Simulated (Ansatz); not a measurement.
A single point on H8N2OSi2 (`N[Si](N)(O)[SiH3]`).

```yaml
crystal:
  periodic: [false, false, false]
  atoms:
    - {symbol: N, position_ang: [-0.883223, 1.375045, -1.056460]}
    - {symbol: Si, position_ang: [0.218104, 0.276876, -0.357363]}
    - {symbol: N, position_ang: [1.146810, 1.168475, 0.762482]}
    - {symbol: O, position_ang: [0.970642, -0.331062, -1.698929]}
    - {symbol: Si, position_ang: [-0.684019, -1.517564, 0.872297]}
    - {symbol: H, position_ang: [-1.446701, 1.980200, -0.484624]}
    - {symbol: H, position_ang: [-1.312554, 1.170945, -1.943043]}
    - {symbol: H, position_ang: [1.618523, 0.728818, 1.534404]}
    - {symbol: H, position_ang: [1.573725, 2.044680, 0.504748]}
    - {symbol: H, position_ang: [1.498346, -1.120990, -1.579114]}
    - {symbol: H, position_ang: [-1.450162, -2.435690, -0.017149]}
    - {symbol: H, position_ang: [-1.606115, -1.040448, 1.940964]}
    - {symbol: H, position_ang: [0.377125, -2.333785, 1.536588]}
basis:
  gaussian: {orbitals: def2-TZVPP}
hamiltonian: {xc: pbe}
correlation: {method: rpa}
```

```sh
$ ansatz run in.yaml --threads 4 --pin off --events-out ev --progress --plain --max-ram 10444MiB
```

Output, abridged:

```
Functional definition: PBE
1680 factors; integrals over basis functions are off by at most 8.5e-4 eV
mean field evaluation 1: about -20882.1060 eV, gradient 1.1e2 eV
mean field evaluation 2: about -20882.0966 eV, gradient 1.1e2 eV
mean field evaluation 4: about -20901.3686 eV, gradient 3.0e1 eV
mean field evaluation 8: about -20904.4726 eV, gradient 4.7e-1 eV
mean field evaluation 16: about -20904.4721 eV, gradient 7.4e-4 eV
mean field -20904.47206247 eV, -768.2251787355 hartree, gradient 6.9e-7 eV, S^2 0.000000; 0 other end points of the search recorded, 0 dependent functions left out
13 core orbitals not correlated: weight in the atoms' cores, before any rotation towards them, 1.000 or more for the frozen orbitals, at most 0.000 for the correlated occupied ones
reference -20856.13621349 eV, -766.4488690489 hartree; 16, 16 occupied and 260, 260 virtual orbitals, 1680 factors
Total energy: -20897.53037440 eV, -767.9700764045 hartree
```

Hardware: 4 threads of an Arm Neoverse V2 on a shared host. Wall time 7.5 s, peak host memory 0.82 GiB.
